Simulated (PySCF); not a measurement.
The dipole of `CC(=O)C1=NN=C(C)O1` from its density and from atomic charges.

Coordinates (GFN2-xTB, Å) and charges (e) from the PBE0/pcSseg-1 density (PySCF):

| atom | x | y | z | Mulliken | IAO | Hirshfeld | ESP-fitted |
| --- | --- | --- | --- | --- | --- | --- | --- |
| C1 | -2.912 | -0.237 | -0.213 | -0.2407 | -0.4776 | -0.1229 | -0.3862 |
| C2 | -1.800 | 0.434 | 0.535 | +0.1982 | +0.3721 | +0.1587 | +0.4013 |
| O3 | -1.947 | 1.223 | 1.434 | -0.3315 | -0.3880 | -0.2269 | -0.4329 |
| C4 | -0.456 | 0.038 | 0.062 | +0.3072 | +0.2067 | +0.1038 | +0.5510 |
| N5 | -0.181 | -0.796 | -0.897 | -0.2604 | -0.1921 | -0.1231 | -0.3053 |
| N6 | 1.150 | -0.864 | -0.998 | -0.2601 | -0.2217 | -0.1525 | -0.4677 |
| C7 | 1.645 | -0.068 | -0.096 | +0.1719 | +0.3112 | +0.1490 | +0.8109 |
| C8 | 3.071 | 0.191 | 0.177 | -0.1370 | -0.4475 | -0.1047 | -0.6677 |
| O9 | 0.676 | 0.536 | 0.612 | -0.3593 | -0.2278 | -0.0508 | -0.4493 |
| H10 | -3.871 | 0.091 | 0.178 | +0.1442 | +0.1687 | +0.0560 | +0.1497 |
| H11 | -2.833 | 0.001 | -1.271 | +0.1521 | +0.1786 | +0.0581 | +0.1019 |
| H12 | -2.815 | -1.316 | -0.119 | +0.1520 | +0.1785 | +0.0580 | +0.1012 |
| H13 | 3.673 | -0.398 | -0.506 | +0.1560 | +0.1866 | +0.0685 | +0.1840 |
| H14 | 3.307 | -0.077 | 1.206 | +0.1537 | +0.1762 | +0.0646 | +0.2048 |
| H15 | 3.289 | 1.250 | 0.046 | +0.1537 | +0.1762 | +0.0646 | +0.2044 |

**Question.** Compute μ = Σ q r for each scheme (1 e·Å = 4.803 D) and compare with the dipole of the full density.

**Answer.** The full density gives (1.75, 0.15, 0.15) D, 1.76 D in size; dipole vectors point from the negative to the positive end.

```tsv
scheme	μx	μy	μz	size (D)	share of the full size (%)	angle to the full dipole (°)
Mulliken	1.86	-0.56	-0.67	2.05	117	32
IAO	1.60	-0.78	-0.91	2.00	114	44
Hirshfeld	1.61	-0.12	-0.16	1.63	92	14
ESP-fitted	1.75	0.13	0.13	1.76	100	1
```

**Question.** Which set comes closest?

**Answer.** Length of the difference vector: ESP-fitted 0.03 D, Hirshfeld 0.44 D, Mulliken 1.10 D, IAO 1.43 D. Closest: ESP-fitted. ESP charges are fitted to the potential around the molecule, whose slowest-falling term is the dipole's. The schemes that divide the density aren't constrained to reproduce the dipole.

**Question.** What is left for the Hirshfeld atoms' own dipoles?

**Answer.** The shares of the density sum to the whole, so what Σ q r misses lies in dipoles about the nuclei. The atomic dipoles sum to (1.75, 0.15, 0.15) − (1.61, -0.12, -0.16) = (0.14, 0.27, 0.31) D, 0.44 D in size.

**Question.** With the origin at the mean of the coordinates, (0.000, 0.001, 0.010) Å, which are the largest single terms, by size, of the Mulliken dipole along the direction of the full one?

**Answer.** C1 +3.39, O3 +2.71, H13 +2.67, H10 -2.65, H14 +2.50 D; all 15 atoms together +1.74 D. The single terms depend on the origin, their sum doesn't.

**Question.** Give the size of the full dipole in other units.

**Answer.** 1.76 D = 0.693 au = 0.367 e·Å = 5.87 × 10⁻³⁰ C·m.

One conformer (not necessarily the lowest) at the GFN2-xTB geometry, without solvent, vibrations or thermal averaging.

The values belong to the conformer `[CH3:1][C:2](=[O:3])[c:4]1[n:5][n:6][c:7]([CH3:8])[o:9]1`: C1–C2–C4–N5 0°.
